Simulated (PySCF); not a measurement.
**Computed properties of BrGaH3NO, SMILES [OH][Ga]([NH2])[Br]**

BrGaH₃NO, SMILES [NH2][Ga]([OH])[Br]. Geometry: B3LYP-D3(BJ)/def2-SVP. The structure was generated by enumeration; whether it is a known compound was not checked. Other conformers were not sampled. All values are computed for the isolated molecule unless a solvent is named; none is compared with measurement here.

**Structure.** All 15 harmonic modes at B3LYP-D3(BJ)/def2-SVP (PySCF) are real, so it is a minimum. With heavy atoms numbered as in [Ga:1]([Br:2])([OH:3])[NH2:5], the shortest bond between them is Ga1–O3 at 1.783 Å and the longest Ga1–Br2 at 2.304 Å.

**Vibrations.** The strongest infrared lines (harmonic, unscaled, degenerate partners summed) lie at 834 cm⁻¹ (143 km/mol, H 89 %), 102 cm⁻¹ (128 km/mol, N 38 %, H 34 %, Ga 19 %), 298 cm⁻¹ (108 km/mol, H 81 %). The softest mode is at 102 cm⁻¹ and the zero-point energy is 24.6 kcal/mol.

**Electronic structure.** PBE0/def2-TZVP (PySCF) places the frontier levels at -7.74 and -0.90 eV, a gap of 6.84 eV, and gives a dipole moment of 1.14 D and a mean polarisability of 56.1 bohr³. PBE/def2-TZVP (PySCF) at the same geometry gives -6.31 and -1.83 eV, so its gap is 2.36 eV narrower. An orbital gap is neither the optical nor the fundamental gap.

**Excitations.** TDA-M06-2X/def2-SVPD (PySCF) has S1 at 5.78 eV (215 nm, f = 0.013, weak); the most intense of the 10 singlets computed lies at 8.02 eV (f = 0.16). T1 (TDA) is at 5.40 eV, 0.38 eV under S1. TDA-PBE/def2-SVPD (PySCF) puts S1 at 4.55 eV. No vertical singlet excitation falls in the visible range (under 3.1 eV).

**NMR.** GIAO shifts at HF/pcSseg-1 (PySCF) (non-relativistic, atoms alike by connectivity averaged): ¹H from 1.5 to 2.0 ppm against TMS. Without spin–orbit terms, shifts of atoms bonded to Cl or Br come out too high.
